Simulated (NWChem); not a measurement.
System: Si$_{2}$H$_{4}$, singlet; SMILES [SiH][SiH3]

```xyz
6

Si    -0.0794     1.3155     0.0059
H      1.4472     1.2885    -0.0097
Si    -0.0271    -1.0655     0.0055
H      0.9069    -1.6290     1.0222
H      0.4890    -1.4375    -1.3489
H     -1.3521    -1.7215     0.1776
```
Atoms are numbered in this order, from 1.

Results from NWChem. Pople sets run with spherical d functions. Low-valent species are run as closed-shell singlets; no triplet was tried in these runs. The geometry was optimised at PBE0-D3(BJ)/def2-TZVP.

Task: Taking Hartree-Fock/def2-QZVP as the yardstick, which of these has the fewest basis functions while keeping “highest occupied level (eV)” within 0.2 eV of it: Hartree-Fock/6-31+G*; Hartree-Fock/def2-TZVPD; Hartree-Fock/STO-3G; Hartree-Fock/6-31G*; Hartree-Fock/3-21G; Hartree-Fock/6-311++G**; Hartree-Fock/6-311G**?

Result: Hartree-Fock/3-21G.
```csv
level,basis functions,highest occupied level (eV)
Hartree-Fock/STO-3G,22,-5.83
Hartree-Fock/3-21G,34,-8.80
Hartree-Fock/6-31G*,44,-8.77
Hartree-Fock/6-31+G*,52,-8.83
Hartree-Fock/6-311G**,76,-8.80
Hartree-Fock/6-311++G**,88,-8.83
Hartree-Fock/def2-TZVPD,122,-8.82
Hartree-Fock/def2-QZVP,260,-8.82
```

The yardstick is one finite set, not the basis-set limit.
